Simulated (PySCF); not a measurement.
## Electronic structure of Mn²⁺ (manganese, charge +2) at the UHF level

Configuration: [Ar] 3d5, high-spin 6S determinant. Calculation: PySCF 2.14, in def2-SVP (5s3p2d1f, 31 functions); the non-relativistic Hamiltonian (point nucleus).

* Total energy: -1148.942238 hartree
* One-electron energy: -1569.1943 hartree
* Hartree (Coulomb) energy: 470.9700 hartree
* Exchange energy: -50.7179 hartree
* Kinetic energy: 1148.75187 hartree
* ⟨S²⟩: 8.7502
* ⟨L²⟩: 0.000
* Sum of ⟨r⟩: 14.88 bohr
* Sum of ⟨r²⟩: 15.91 bohr²
* Density at the nucleus (Gaussians lack the cusp): 9920 bohr⁻³
* Spin density at the nucleus: 0.0433 bohr⁻³
* Langevin diamagnetic susceptibility: -12.6 ×10⁻⁶ cm³/mol
* Time after the integrals: 0.11 s of wall time on 1 thread of Neoverse-N1 (shared host)

```json
{"shell": "1s α", "electrons": "1", "mean orbital energy (hartree)": "-241.17027", "rms radius, mean of both spins (bohr)": "0.0713"}
{"shell": "1s β", "electrons": "1", "mean orbital energy (hartree)": "-241.16851", "rms radius, mean of both spins (bohr)": "0.0713"}
{"shell": "2s α", "electrons": "1", "mean orbital energy (hartree)": "-29.81206", "rms radius, mean of both spins (bohr)": "0.305"}
{"shell": "2s β", "electrons": "1", "mean orbital energy (hartree)": "-29.67575", "rms radius, mean of both spins (bohr)": "0.305"}
{"shell": "2p α", "electrons": "3", "mean orbital energy (hartree)": "-25.52557", "rms radius, mean of both spins (bohr)": "0.274"}
{"shell": "2p β", "electrons": "3", "mean orbital energy (hartree)": "-25.39072", "rms radius, mean of both spins (bohr)": "0.274"}
{"shell": "3s α", "electrons": "1", "mean orbital energy (hartree)": "-4.66084", "rms radius, mean of both spins (bohr)": "0.925"}
{"shell": "3s β", "electrons": "1", "mean orbital energy (hartree)": "-4.25061", "rms radius, mean of both spins (bohr)": "0.925"}
{"shell": "3p α", "electrons": "3", "mean orbital energy (hartree)": "-3.37643", "rms radius, mean of both spins (bohr)": "0.991"}
{"shell": "3p β", "electrons": "3", "mean orbital energy (hartree)": "-2.87697", "rms radius, mean of both spins (bohr)": "0.991"}
{"shell": "3d α", "electrons": "5", "mean orbital energy (hartree)": "-1.28861", "rms radius, mean of both spins (bohr)": "1.24"}
```
